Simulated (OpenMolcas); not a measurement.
An OpenMolcas run meant for Er4+ (ANO-RCC-VTZP, DKH3; inactive shells 1s 2s 2p 3s 3p 3d 4s 4p 4d 5s 5p; intended active space 10 electrons in 7 orbitals (4f)). One step of its input:

```
&RASSCF
FileOrb=start.orb
Symmetry=2
Spin=5
nActEl=10 0 0
Inactive=15 12
Ras2=0 7
CIRoot=35 35 1
SDav=35
CIMx=300
Iter=77 100
PrWF=0.3
OrbListing=Nothing
MaxOrb=0
Atom
>>> COPY $Project.JobIph JOB001
```

Lines from the output:

```
...
      Number of secondary orbitals              70
      Spin quantum number                      2.0
      State symmetry                             2
Orbital specifications:
      -----------------------

      Symmetry species                           1   2
                                                ag  au
      Frozen orbitals                            0   0
      Inactive orbitals                         15  12
      Active orbitals                            0   7
      RAS1 orbitals                              0   0
      RAS2 orbitals                              0   7
      RAS3 orbitals                              0   0
      Secondary orbitals                        36  34
      Deleted orbitals                           0   0
      Number of basis functions                 51  53
      Number of CSFs                             0
      Number of root(s) required                35
 ************ ERROR ***********
  You can't ask for more roots
  than there are configurations
 ******************************
--- Stop Module: rasscf at  /rc=_RC_INPUT_ERROR_ ---
.####################.
.# User input error #.
.####################.
```

Task: What is wrong with the input?

Result: The state symmetry names the wrong parity for these configurations.
